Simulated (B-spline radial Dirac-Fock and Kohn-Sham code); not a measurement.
## In³⁺: eigenvalues, ΔSCF and the reference

System: In³⁺, configuration [Kr] 4d9 5p1 (an excited configuration).

The density-functional columns are spherical, spin-unpolarised Dirac-Kohn-Sham results without Breit or QED terms: −ε is minus the orbital energy of the initial state and ΔSCF the difference of two total energies. The reference in the last column comes from relaxed Dirac-Fock hole states (ΔSCF) with Breit and QED corrections and a finite nucleus. All numbers are from an atomic code on a B-spline grid, in eV; a selection of levels is shown. For the 1s level of heavy atoms much of the gap between ΔSCF and the reference is the Breit and QED part, -89.8 eV here; for other levels the error of the functional can be larger.

```
level   LDA −ε  LDA ΔSCF  Dirac-Fock
    K  27740.1   28069.2     27988.2
   L1   4185.8    4244.6      4293.5
   L2   3908.4    3981.4      3988.3
   L3   3697.8    3766.7      3780.3
   M1    824.5     845.4       877.7
   M2    712.4     733.8       754.4
   M3    674.3     695.2       715.9
   M4    475.2     498.0       499.7
   N1    156.4     166.6       177.3
   N2    119.5     129.4       135.1
   N3    112.6     122.3       128.3
 N4,5    54.26     62.86       61.28
 O2,3    27.45     31.64       29.90
```

Values without a named source are computed, but for edge energies of neutral atoms, which are taken from tables.
